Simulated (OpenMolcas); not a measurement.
Computed levels of 4s2 4p in ions with 31 electrons, in cm-1 above 2P* 1/2.

```json
{
  "Program": "OpenMolcas",
  "Method": "CASSCF",
  "Basis": "ANO-R2",
  "Scalar Hamiltonian": "X2C, finite nucleus",
  "Spin-orbit coupling": "state interaction with AMFI integrals over the reference wave functions, term energies averaged over their components"
}
```

Active space for each ion: 3 electrons in 8 orbitals (4s 4p 5s 5p).

| Level | As2+ | Se3+ | Kr5+ |
| --- | --- | --- | --- |
| 2P* 3/2 | 2470 | 3785 | 7309 |

**Question.** Estimate 2P* 3/2 for Br4+ from its neighbours Se3+ and Kr5+.

**Answer.** 2P* 3/2 is fine structure, which grows about as the fourth power of a screened charge, so the fourth roots are averaged: ((3785^0.25 + 7309^0.25) / 2)^4 = 5331. The calculation gives 5389, so the estimate is off by -1.1 %; the measured value is 6090 (Moore, Atomic Energy Levels, vol. II, NSRDS-NBS 35 (1971 reprint of NBS Circular 467, 1952)).

Active for correlation alone: 5p 5s; no level in the range computed is led by a configuration that fills them, so any true level of that kind is missing. Computed and measured levels are paired by configuration, term and J; levels that our copy of the source lacks, or whose pairing is in doubt (as where it misses far off the trend of its configuration), stay unpaired and out of the deviations. Only configurations of the active space appear.

* marks odd parity.
